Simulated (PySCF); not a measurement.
## `O[SiH2]C1CCCC1` in a uniform electric field

C₅H₁₂OSi.
Structure used (PBE0-D3(BJ)/def2-SVP), in Å, numbered top down from 1:
```xyz
19
C5H12OSi angstrom
O      2.8344    1.0525    0.1940
Si     2.0057   -0.3971    0.1257
C      0.1702   -0.1999    0.4676
C     -0.5406    0.7870   -0.5027
C     -1.7454    0.0183   -1.0732
C     -2.0115   -1.0925   -0.0613
C     -0.6046   -1.5284    0.3392
H      2.7978    1.5281    1.0283
H      2.5841   -1.3953    1.0858
H      2.1957   -0.8834   -1.2715
H      0.0519    0.1665    1.5029
H     -0.8681    1.6842    0.0447
H      0.1189    1.1493   -1.3079
H     -2.6177    0.6647   -1.2532
H     -1.4761   -0.4328   -2.0427
H     -2.6266   -1.9122   -0.4638
H     -2.5385   -0.6864    0.8197
H     -0.1806   -2.1562   -0.4663
H     -0.5723   -2.1285    1.2609
```

Level: PBE0/def2-SVPD (PySCF); nuclei fixed, core orbitals frozen in the response. Permanent dipole (-1.431, 0.159, 1.333) D (1 au = 2.5417 D). Static polarisability (au):

```
x   98.44  2.01  4.45
y    2.01 84.36 -2.26
z    4.45 -2.26 79.48
```

Only the terms in μ and α are kept: μ(F) = μ + αF and ΔE = −μ·F − ½ F·αF.

(1) What do fields of 0.051 V/Å (0.001 au) along the six axis directions do?

(2) For the field (0.0005, -0.0001, -0.0001) au, what is the induced dipole, and what angle does it make with the field?

(3) At what field along the permanent dipole would the induced dipole along it equal the permanent one, in this linear picture?

(4) What field makes μF equal to kT at 200 K?

(5) A unit point charge sits 7 Å away. Estimate the induction energy −αe²/2R⁴ with the mean polarisability, treating the molecule as a point.

Answers

(1) 
| field along | induced x (D) | induced y (D) | induced z (D) | total size (D) | −μ·F (kJ/mol) | −½F·αF (kJ/mol) |
| --- | --- | --- | --- | --- | --- | --- |
| +x | 0.250 | 0.005 | 0.011 | 1.797 | +1.478 | -0.129 |
| −x | -0.250 | -0.005 | -0.011 | 2.144 | -1.478 | -0.129 |
| +y | 0.005 | 0.214 | -0.006 | 1.983 | -0.164 | -0.111 |
| −y | -0.005 | -0.214 | 0.006 | 1.964 | +0.164 | -0.111 |
| +z | 0.011 | -0.006 | 0.202 | 2.096 | -1.377 | -0.104 |
| −z | -0.011 | 0.006 | -0.202 | 1.840 | +1.377 | -0.104 |

(2) αF = (0.123, -0.018, -0.014) D, at 5.5° to the field. The polarisability along this direction, F·αF/F², is 94.66 au, against a mean of 87.43 au.

(3) The polarisability along the dipole is 84.70 au, so F = 0.7720 au / 84.70 au = 0.0091 au = 0.47 V/Å; higher-order terms are ignored.

(4) kT = 0.6334 × 10⁻³ Eh, so F = 0.00082 au = 4.22 MV/cm.

(5) R = 13.23 bohr, so the energy is −87.4/(2 × 13.23⁴) Eh = -3.75 kJ/mol. The charge–dipole term at its most favourable orientation, −μe/R², is -11.6 kJ/mol.

The structure is a single PBE0-D3(BJ)/def2-SVP conformer in the gas phase; no vibrational or solvent corrections.
